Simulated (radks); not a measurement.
Neutral gold inside a hard spherical wall (all orbitals vanish at R), configuration held at [Xe] 4f14 5d10 6s1 and not refilled when levels cross. Calculated with a radial shooting solver on a logarithmic mesh with Libxc functionals: scalar-relativistic Kohn-Sham, PBEsol, spin-polarised, spherical densities, point nucleus; open shells are filled with parallel spins first (spin-orbit coupling, left out, can overturn this in heavy ions). Eigenvalues in eV for spin up, with the zero of energy where the potential of the charges vanishes at infinity; a dash marks a level that is unbound or too diffuse for the functional's potential to be trusted. A positive occupied level is held by the wall or, in an anion where self-interaction has pushed it up, behind a barrier. The pressure on the wall is -dE/dV.

| R (bohr) | E (hartree) | kinetic (hartree) | e(4f) | e(5p) | e(5d) | e(6s) | e(6p, empty) | e(7s, empty) | pressure (GPa) |
|---|---|---|---|---|---|---|---|---|---|
| free | -19006.6209 | 21270.170 | -81.161 | -59.779 | -7.009 | -6.136 | - | - | 0 |
| 12 | -19006.6209 | 21270.170 | -81.160 | -59.778 | -7.009 | -6.135 | -0.893 | 0.810 | 0.000115 |
| 8 | -19006.6197 | 21270.182 | -81.091 | -59.709 | -6.945 | -6.069 | -0.442 | 3.864 | 0.0550 |
| 3.5 | -19005.9370 | 21273.549 | -71.881 | -51.434 | 0.801 | 5.244 | 18.117 | 63.908 | 220 |
| 2.5 | -19002.2647 | 21288.663 | -49.881 | -33.486 | 20.748 | 42.446 | 67.831 | 182.78 | 3390 |
| 2 | -18993.1377 | 21323.891 | -18.664 | -7.301 | 53.330 | 112.00 | 152.07 | 358.21 | 19400 |
| 1.5 | -18953.7049 | 21462.745 | 57.877 | 72.266 | 152.83 | 333.43 | 400.34 | 828.44 | 168000 |
